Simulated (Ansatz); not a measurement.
Total energies of CH$_{9}$HfNO$_{3}$Si, SMILES `C[O][Hf]([NH2])([OH])[O][SiH3]`.

```xyz
16

C     1.470   -1.383   -2.204
O     0.504   -0.866   -1.355
Hf   -0.810   -0.049   -0.223
N    -1.766   -1.535    0.800
O    -2.176    0.959   -1.140
O     0.146    1.123    1.032
Si    0.859    1.977    2.213
H     1.425   -2.478   -2.217
H     1.321   -1.024   -3.229
H     2.472   -1.085   -1.878
H    -2.746   -1.532    1.043
H    -1.351   -2.389    1.142
H    -2.620    1.519   -1.767
H     1.659    1.086    3.099
H    -0.158    2.675    3.047
H     1.772    3.002    1.635
```

Total charge 0; spin multiplicity 1. Correlated methods include outer-core shells of Hf, which these sets cover unevenly. Hf takes the def2 core potential. The geometry is a stationary point of PBE0-D4/def2-TZVP. It is one conformer, not always the lowest. Basis def2-TZVPP, Ansatz 0.2.0.

RPA on PBE orbitals: Hartree–Fock energy of these orbitals -658.90549 Eh, correlation -2.44807 Eh (frozen core).

```csv
functional,kind,energy without D4 (Eh),D4 term (kJ/mol)
LDA (SPW92),LDA,-658.14531,–
PBE,GGA,-661.38978,-31.0
revPBE,GGA,-661.76648,-81.8
BLYP,GGA,-661.79155,-64.2
r2SCAN,meta-GGA,-661.72423,-8.7
B97M-V,meta-GGA with VV10,-661.74845,–
PBE0,"global hybrid, 25 % exact exchange",-661.39490,-26.9
B3LYP,"global hybrid, 20 %",-661.94422,-49.0
r2SCANh,"meta-GGA hybrid, 10 %",-661.68511,-9.3
r2SCAN0,"meta-GGA hybrid, 25 %",-661.62866,-10.2
HSE06 (plane-wave form),screened hybrid,-661.37119,-25.4
BHLYP,"global hybrid, 50 %",-661.62535,-41.2
CAM-B3LYP,range-separated hybrid,-661.74746,-27.8
LC-ωPBE,long-range corrected hybrid,-661.63500,–
ωB97X-V,range-separated hybrid GGA with VV10,-661.71876,–
ωB97M-V,range-separated hybrid meta-GGA with VV10,-661.67605,–
B2PLYP,double hybrid,-661.44934,–
PBE-QIDH,double hybrid,-661.19505,–
```

B3LYP takes the VWN-RPA correlation (the form of Gaussian; ORCA's B3LYP/G). HSE06 is the plane-wave form, built on full-range PBE exchange. The double hybrids freeze the cores in their second-order part.

LC-ωPBE has ω = 0.4 bohr⁻¹.
